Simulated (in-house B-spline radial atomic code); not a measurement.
A fraction x of an electron is removed from 3p in K III (K2+), starting from [Ne] 3s2 3p5 and keeping the highest spin. Computed with a radial B-spline atomic code at the basis-set limit: scalar-relativistic (X2C) OLYP, spin-polarised, spherical fractional occupations, Fermi nucleus of rms radius 3.4349 fm.

| x | E(x) - E(0) (eV) | 3p down level (eV) |
| --- | --- | --- |
| 0 | 0.0000 | -38.571 |
| 0.03 | 1.1635 | -38.995 |
| 0.21 | 8.4127 | -41.556 |
| 0.28 | 11.3567 | -42.559 |
| 0.44 | 18.3504 | -44.865 |
| 0.5 | 21.0683 | -45.735 |
| 0.59 | 25.2433 | -47.043 |
| 0.75 | 32.9572 | -49.383 |
| 0.95 | 43.1280 | -52.328 |
| 1 | 45.7628 | -53.067 |

The exact functional would give a straight line between the two integer points. Deviations E(x) - E(0) - x[E(1) - E(0)], in eV: -0.209 at x = 0.03, -1.197 at x = 0.21, -1.457 at x = 0.28, -1.785 at x = 0.44, -1.813 at x = 0.5, -1.757 at x = 0.59, -1.365 at x = 0.75, -0.347 at x = 0.95.

The curve lies below the straight line by up to 1.813 eV (at x = 0.5): convex, the delocalisation error that favours fractional charges.

**Question.** How well does Slater's transition state (minus the level at half occupation) give the ionisation energy?

**Answer.** It gives 45.735 eV against 45.763 eV from the two total energies; NIST lists 45.80 eV, ground level to ground level.
